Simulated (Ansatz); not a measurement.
Stepwise reaction of `O[SiH](O)[AlH2]` with hydrogen fluoride, as a gas-phase model of exchange steps in deposition or etching. ΔE in kJ/mol; ΔG adds harmonic PBE0-D4 terms to CCSD(T)/CBS, at 1 bar.

Program: Ansatz. Geometries: PBE0-D4/def2-TZVP. ΔE: electronic, gas phase. CBS: MP2 limit from def2 TZ/QZ plus the TZ coupled-cluster correction, frozen cores. This one scheme is used for every species. DFT in def2-TZVPP. B3LYP here is the variant with VWN-RPA as its local correlation; programs differ in this. One conformer a species, not always the lowest.

```csv
step,reaction,PBE-D4,B3LYP-D4,ωB97M-V,CCSD(T)/CBS,ΔG(600 K)
2,`O[SiH](F)[AlH2]` + H–F → `F[SiH](F)[AlH2]` + H₂O,-37.5,-40.0,-39.4,-38.8,-43.7
```

Q: Give the row of step 1, `O[SiH](O)[AlH2]` + H–F → `O[SiH](F)[AlH2]` + H₂O. (Estimate.)

A: The calculation gave: 
| step | reaction | PBE-D4 | B3LYP-D4 | ωB97M-V | CCSD(T)/CBS | ΔG(600 K) |
| --- | --- | --- | --- | --- | --- | --- |
| 1 | `O[SiH](O)[AlH2]` + H–F → `O[SiH](F)[AlH2]` + H₂O | -47.3 | -53.8 | -53.9 | -52.8 | -54.2 |

Q: By hand: ΔE of the 2 steps together at CCSD(T)/CBS.

A: (-52.8) + (-38.8) = -91.6 kJ/mol, or -45.8 kJ/mol a step.

In ΔE each step is higher than the one before. All are downhill at CCSD(T)/CBS. ΔG lies between -54.2 and -43.7 kJ/mol a step. PBE-D4 differs from CCSD(T)/CBS by 1.3 to 5.5 kJ/mol a step. Isolated molecules leave out the surface, adducts and barriers. Largest T1 diagnostic: 0.013.
